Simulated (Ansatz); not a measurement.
`F[SiH](F)[CH2][GeH3]` and `CB[SiH](F)F` differ in one atom or group.

Ansatz, PBE0-D4/def2-TZVP geometries, multiplicity 1. Each molecule was computed in one conformer, which needn't be the lowest.

Scalar relativity is left out up to krypton.

```tsv
property	`F[SiH](F)[CH2][GeH3]`
LUMO energy (PBE0/def2-TZVPP) / eV	0.43
LUMO energy (ωB97M-V/def2-TZVPP) / eV	2.10
LUMO energy (B3LYP/def2-TZVPP) / eV	0.17
LUMO energy (PBE/def2-TZVPP) / eV	-0.44
HOMO–LUMO gap (ωB97M-V/def2-TZVPP) / eV	13.36
size of the dipole moment (ωB97M-V/def2-TZVPP) / D	2.01
```

(1) Give the same properties after the change, and the shifts. (Best estimate.)

Answers

(1) Ansatz gave: 
```csv
property,`CB[SiH](F)F`,shift
LUMO energy (PBE0/def2-TZVPP) / eV,-2.37,-2.80
LUMO energy (ωB97M-V/def2-TZVPP) / eV,-0.38,-2.48
LUMO energy (B3LYP/def2-TZVPP) / eV,-2.56,-2.73
LUMO energy (PBE/def2-TZVPP) / eV,-3.34,-2.90
HOMO–LUMO gap (ωB97M-V/def2-TZVPP) / eV,9.99,-3.37
size of the dipole moment (ωB97M-V/def2-TZVPP) / D,2.27,0.26
```

With PBE0 the HOMO rises by 0.86 eV and the LUMO falls by 2.80 eV, so the gap narrows by about 3.66 eV. PBE moves the HOMO by 0.86 eV and ωB97M-V by 0.89 eV. Dipoles are sizes alone; their direction can turn.

B3LYP here is the variant with VWN-RPA as its local correlation; programs differ in this.
